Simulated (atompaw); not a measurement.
# Varying the PAW (atompaw) potential for As (Z = 33)

Base potential:

* Element: As (Z = 33)
* Generator: atompaw 4.2.0.5
* Type: PAW
* Functional: LDA (PW92)
* Relativity: scalar-relativistic
* Frozen core: [Ne] 3s2
* Valence charge: 21
* Reference configuration: 3p6 3d10 4s2 4p2 (charge +1)
* Partial waves: 4s (bound): rc 1.50 bohr; 4s channel at -0.4 Ry: rc 1.50 bohr; 3p (bound): rc 0.90 bohr; 4p (bound): rc 1.05 bohr; 3d (bound): rc 1.50 bohr; 3d channel at -1.9 Ry: rc 1.15 bohr
* Local potential: bessel scheme, radius 1.20 bohr
* Core correction: smooth core density matched at 0.80 bohr
* Augmentation charge: sinc compensation charge, radius 1.50 bohr; PAW radius 1.50 bohr; waves and projectors: custom rrkj gramschmidtortho

All-electron outer shells of the reference configuration (LDA (PW92), scalar-relativistic, ld1.x):

```
shell  level (eV)  outermost node (bohr)  outermost maximum (bohr)
   3s     -199.31                   0.25                      0.52
   3p     -143.22                   0.22                      0.52
   3d      -50.68                      –                      0.47
   4s      -23.60                   0.73                      1.59
   4p      -13.54                   0.78                      1.90
```

Cutoffs, loose and tight: the cutoffs (Ry, on a coarse ladder) from which the occupation-weighted sum of valence levels, in a spherical-Bessel basis at the reference potential, stays within 10 and 1 mRy of its value at 400 Ry. They see the waves, projectors and local potential, not the compensation charge or the core. A dash means not determined.

A true bound ghost makes a file unfit for plane-wave use even where its test errors are small: the radial tests pick states by their node count and pass the ghost by.

| change | outcome | cutoff, loose | cutoff, tight | bound ghosts |
| --- | --- | --- | --- | --- |
| base | generated | 160 Ry | 260 Ry | none |
| all radii scaled by about 0.74 (s 1.12, p 0.66, d 1.12 bohr); local potential bessel scheme, radius 0.90 bohr; augmentation sinc compensation charge, radius 1.12 bohr; PAW radius 1.12 bohr; waves and projectors: custom rrkj gramschmidtortho; core correction smooth core density matched at 0.60 bohr | generated | 200 Ry | over 300 Ry | s |
| all radii scaled by about 0.89 (s 1.34, p 0.80, d 1.34 bohr); local potential bessel scheme, radius 1.08 bohr; augmentation sinc compensation charge, radius 1.34 bohr; PAW radius 1.34 bohr; waves and projectors: custom rrkj gramschmidtortho; core correction smooth core density matched at 0.72 bohr | generated | 180 Ry | 260 Ry | s |
| all radii scaled by about 1.07 (s 1.60, p 0.96, d 1.60 bohr); local potential bessel scheme, radius 1.28 bohr; augmentation sinc compensation charge, radius 1.60 bohr; PAW radius 1.60 bohr; waves and projectors: custom rrkj gramschmidtortho; core correction smooth core density matched at 0.86 bohr | generated | 140 Ry | 230 Ry | none |
| all radii scaled by about 1.18 (s 1.78, p 1.06, d 1.78 bohr); local potential bessel scheme, radius 1.42 bohr; augmentation sinc compensation charge, radius 1.78 bohr; PAW radius 1.78 bohr; waves and projectors: custom rrkj gramschmidtortho; core correction smooth core density matched at 0.94 bohr | generated | 100 Ry | 160 Ry | none |
| all radii scaled by about 1.27 (s 1.90, p 1.14, d 1.90 bohr); local potential bessel scheme, radius 1.52 bohr; augmentation sinc compensation charge, radius 1.90 bohr; PAW radius 1.90 bohr; waves and projectors: custom rrkj gramschmidtortho; core correction smooth core density matched at 1.02 bohr | generated | 90 Ry | 120 Ry | none |

What comes out with this change to the base: all radii scaled by about 0.94 (s 1.42, p 0.84, d 1.42 bohr); local potential bessel scheme, radius 1.14 bohr; augmentation sinc compensation charge, radius 1.42 bohr; PAW radius 1.42 bohr; waves and projectors: custom rrkj gramschmidtortho; core correction smooth core density matched at 0.76 bohr?

outcome: generated; cutoff, loose: 160 Ry; cutoff, tight: 230 Ry; bound ghosts: none.

Reading the sweep of the scale of all radii (base = 1) (base included, trends over the rows without a ghost): The loose cutoff falls from 160 Ry at 0.94 to 90 Ry at 1.27. A larger radius leaves more room for a smooth pseudo-wave, so fewer plane waves are needed; a smaller one forces it to follow the all-electron wave where it bends sharply. Bound ghosts are found at 0.74, 0.89.
